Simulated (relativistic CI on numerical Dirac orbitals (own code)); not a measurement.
Computed by Dirac equation for one electron, model QED (radiative potential, 1s self-energy scaled to tabulated hydrogen-like ionisation energies) (own radial code, finite nucleus).

Configuration list: 1s, 2s, 2p, 3s, 3p, 3d, 4s, 4p, 4d, 4f, 5s, 5p, 5d, 5f, 5g, 6s, 6p, 6d. Levels of other configurations are missing.

Outline of the computed level scheme of O VIII. Lowest level of each configuration: 1s 2S_1/2 at 0.000 eV; 2p 2P°_1/2 at 653.494 eV; 2s 2S_1/2 at 653.503 eV; 3p 2P°_1/2 at 774.579 eV; 3s 2S_1/2 at 774.582 eV; 3d 2D_3/2 at 774.634 eV; 4p 2P°_1/2 at 816.951 eV; 4s 2S_1/2 at 816.952 eV; 4d 2D_3/2 at 816.974 eV.

Some strong electric-dipole decays among the lowest 14 levels: 2p 2P°_1/2 → 1s 2S_1/2 (2.6e+12 s⁻¹); 2p 2P°_3/2 → 1s 2S_1/2 (2.6e+12 s⁻¹); 3p 2P°_3/2 → 1s 2S_1/2 (6.9e+11 s⁻¹); 3p 2P°_1/2 → 1s 2S_1/2 (6.8e+11 s⁻¹); 4p 2P°_3/2 → 1s 2S_1/2 (2.8e+11 s⁻¹); 4p 2P°_1/2 → 1s 2S_1/2 (2.8e+11 s⁻¹); 3d 2D_5/2 → 2p 2P°_3/2 (2.6e+11 s⁻¹); 3d 2D_3/2 → 2p 2P°_1/2 (2.2e+11 s⁻¹).
